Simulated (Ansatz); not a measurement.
Gas-phase electronic energies from Ansatz, PBE0-D4/def2-TZVP geometries. CCSD(T)/CBS adds triple-zeta CCSD(T) − MP2 to the extrapolated MP2 energy (def2 sets, frozen cores). Functionals use def2-TZVPP. Elements past krypton have def2 core potentials. For Sn outer-core shells are correlated without core-valence functions, which leaves a few kJ/mol of doubt a bond. Each species was taken in one conformer, which may not be the lowest.

`CC(=N)C(C)=O` + `C[S][Sn][SH]` → `C[S][Sn][S]C` + `CC(=N)C=O`  (substitution at a C–C bond)

| species | r2SCAN energy (Eh) |
| --- | --- |
| `CC(=N)C(C)=O` | -286.55227 |
| `C[S][Sn][SH]` | -1051.31729 |
| `C[S][Sn][S]C` | -1090.60618 |
| `CC(=N)C=O` | -247.23341 |

Question: Work out ΔE.

Answer: ΔE = (-1090.60618) + (-247.23341) − (-286.55227) − (-1051.31729) = 0.02997 Eh = +0.82 eV. CCSD(T)/CBS gives +0.77 eV.

Largest T1 diagnostic among the species: 0.016.

In def2-TZVPP, CCSD(T) changes the Hartree–Fock value by −0.13 eV (the triples alone add −0.03 eV) and MP2 by −0.13 eV. From PBE to PBE0 (25 % exact exchange), in def2-TZVPP and without D4, ΔE moves by +0.06 eV. The D4 term adds −0.03 eV with B3LYP and −0.02 eV with PBE0; it sums over pairs of atoms, weighted by their polarisabilities, and B3LYP, whose exchange is more repulsive, gets the larger term.

B3LYP here is the variant with VWN-RPA as its local correlation; programs differ in this.
